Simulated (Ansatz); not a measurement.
Abridged output of a molecular run in Ansatz:

```
Functional definition: HF
1383 factors; integrals over basis functions are off by at most 9.7e-4 eV
mean field evaluation 1: about -23152.0774 eV, gradient 3.0e1 eV
mean field evaluation 2: about -23152.3449 eV, gradient 3.0e1 eV
mean field evaluation 4: about -23154.7669 eV, gradient 3.9e0 eV
mean field evaluation 8: about -23154.8216 eV, gradient 2.4e-1 eV
mean field -23154.82210510 eV, -850.9240174601 hartree, gradient 8.4e-6 eV, S^2 0.000000; 0 other end points of the search recorded, 0 dependent functions left out
13 core orbitals not correlated: weight in the atoms' cores, before any rotation towards them, 1.000 or more for the frozen orbitals, at most 0.000 for the correlated occupied ones
reference -23154.82210510 eV, -850.9240174601 hartree; 14, 14 occupied and 206, 206 virtual orbitals, 1383 factors
second order -21.84182452 eV of doubles, -0.00000000 eV of singles
cycle   1  -22.25811101 eV  change   -4.2e-1 eV  update   1.1e-1
cycle   2  -22.83666695 eV  change   -5.8e-1 eV  update   3.4e-2
cycle   3  -22.97056933 eV  change   -1.3e-1 eV  update   1.8e-2
cycle   4  -22.95667644 eV  change    1.4e-2 eV  update   4.8e-3
cycle   5  -22.95413113 eV  change    2.5e-3 eV  update   2.3e-3
cycle   6  -22.95484601 eV  change   -7.1e-4 eV  update   8.5e-4
cycle   7  -22.95442026 eV  change    4.3e-4 eV  update   3.4e-4
cycle   8  -22.95438446 eV  change    3.6e-5 eV  update   1.4e-4
cycle   9  -22.95447603 eV  change   -9.2e-5 eV  update   4.8e-5
cycle  10  -22.95446454 eV  change    1.1e-5 eV  update   1.6e-5
perturbative correction -0.98396367 eV, -0.0361599980 hartree
Total energy: -23178.76053331 eV, -851.8037384709 hartree
```

Its atoms:

Cartesian coordinates in Å:
```
F 2.705 0.322 -0.693
B 1.416 0.414 -0.877
S 0.170 1.426 -1.565
C 0.073 -0.266 -0.660
Si -0.858 -0.214 0.958
H -0.203 -1.073 -1.338
H -0.278 0.855 1.810
H -0.726 -1.529 1.642
H -2.298 0.067 0.724
```

Which basis set was used?
A. def2-SVPD
B. cc-pV(D+d)Z
C. def2-TZVPP
D. def2-QZVPP

C. It gives 233 functions.

Write the keys of the input that set method, charge and spin (a neutral closed shell needs none for the last two).


```yaml
correlation: {method: ccsd_t}
```
